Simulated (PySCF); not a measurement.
**Vanadium: a sound run and one with changed settings**

Sound run: V+ [Ar] 3d4, V(2+) [Ar] 3d3. Computed with PySCF 2.14 in Sapporo-DKH3-DZP-2012 (6s5p3d1f, 43 functions), with scalar relativity by spin-free X2C-1e. In the sound run the correlated levels freeze [Ar]. The sound run starts from symmetry-adapted Hartree-Fock orbitals and uses a fine grid where one is needed.

Changed run: initial guess minao, at most 50 SCF cycles.

```
species  method  sound run (hartree)  changed run (hartree)  converged
     V+     UHF           -947.89436             -947.90908        yes
     V+  r2SCAN           -948.88948             -948.88949        yes
     V+    PBE0           -948.72101             -948.72156        yes
  V(2+)     UHF           -947.40902             -947.40902        yes
  V(2+)  r2SCAN           -948.33802             -948.33802        yes
  V(2+)    PBE0           -948.17036             -948.17036        yes
  V(2+)     MP2           -947.42157             -947.42157        yes
```

Ionisation energy of V+:

| method | sound run (eV) | changed run (eV) |
| --- | --- | --- |
| PBE0 | 14.984 | 14.999 |

The plain start fixes occupations by D2h representation alone, and V+ at UHF landed in another state (other ⟨L²⟩ or ⟨S²⟩). 

For comparison, NIST gives 14.634 ± 0.007 eV between the lowest levels.
